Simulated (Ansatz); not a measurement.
Total energies of the cluster Si5H2 (the lowest singlet isomer of a short search) from Ansatz at PBE0-D4/def2-TZVP, gas phase (1 Eh = 27.2114 eV = 2625.5 kJ/mol). The reference geometry is relaxed at B3LYP-D4/def2-SVP.

```xyz
7

Si    0.3199    0.8260   -1.2505
Si    0.3831   -1.4697   -0.8728
Si   -1.6376    0.6219   -0.0081
Si   -0.3199   -0.8260    1.2505
Si    1.2545    0.8478    0.8809
H     0.6291    1.6250   -2.4601
H    -0.6290   -1.6250    2.4601
```

```tsv
state	geometry	energy (Eh)
charge 0 singlet	reference	-1448.07181
charge 1 doublet	reference	-1447.77738
free Si atom (triplet)	–	-289.24943
free H atom (doublet)	–	-0.50104
```

(1) Work out the vertical ionisation energy to the doublet.

(2) What is the binding energy per atom against free atoms?

(1) E(charge 1 doublet) − E(charge 0 singlet) = -1447.77738 − (-1448.07181) = 0.29443 Eh = 8.01 eV. For comparison, −ε of the highest occupied level is 6.39 eV at this level, 1.62 eV less.

(2) Atoms: 5 × (-289.24943) + 2 × (-0.50104) = -1447.24923 Eh. Binding: -1447.24923 − (-1448.07181) = 0.82258 Eh = 22.38 eV, or 3.20 eV for each of 7 atoms (no zero-point energy, no counterpoise term).

The restricted singlet is unstable towards broken spin symmetry in Hartree–Fock (as tested in another run); at PBE0-D4/def2-TZVP this wasn't settled. 

The structure comes from a short search, and lower isomers may exist.
